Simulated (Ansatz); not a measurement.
```yaml
crystal:
  periodic: [false, false, false]
  atoms:
    - {symbol: Sb, position_ang: [-0.628270, 0.749061, -1.131316]}
    - {symbol: Te, position_ang: [1.326187, 0.638505, 0.674358]}
    - {symbol: Te, position_ang: [-0.697917, -1.387566, 0.456958]}
basis:
  gaussian: {orbitals: def2-TZVP, point_charges: [{charge: 1.00, position_ang: [5.577, -0.456, 0.652]}]}
total_charge: 2
magnetization: {spin_polarized: true, initial_magnetization: 1}
hamiltonian: {xc: {name: r2SCAN}, pseudopotentials: {relativity: none}}
scf: {omitted_lower_state_checks: [starts]}
```

```sh
$ ansatz run in.yaml --threads 4 --pin off --events-out ev --progress --plain --max-ram 3916MiB
```

Output, abridged:

```
Functional definition: r2SCAN
1155 factors; their error is unknown
mean field evaluation 1: about -21104.2496 eV, gradient 3.5e1 eV
mean field evaluation 2: about -21073.4294 eV, gradient 7.6e1 eV
mean field evaluation 4: about -21109.5631 eV, gradient 5.5e0 eV
mean field evaluation 8: about -21109.8009 eV, gradient 2.5e-1 eV
mean field evaluation 16: about -21109.5462 eV, gradient 2.8e-3 eV
mean field -21109.54619689 eV, -775.7615141715 hartree, gradient 2.1e-5 eV, S^2 0.814918; 0 other end points of the search recorded, 0 dependent functions left out
reference -21109.54621408 eV, -775.7615148030 hartree; 35, 34 occupied and 115, 116 virtual orbitals, 1155 factors
Total energy: -21109.54621408 eV, -775.7615148030 hartree
Checks for a lower state left out: starts
```

Run time 2.9 s (4 threads of Intel Xeon Platinum 8488C on a shared host).

In the def2 sets Sb, Te take a core potential; there is no spin–orbit coupling.
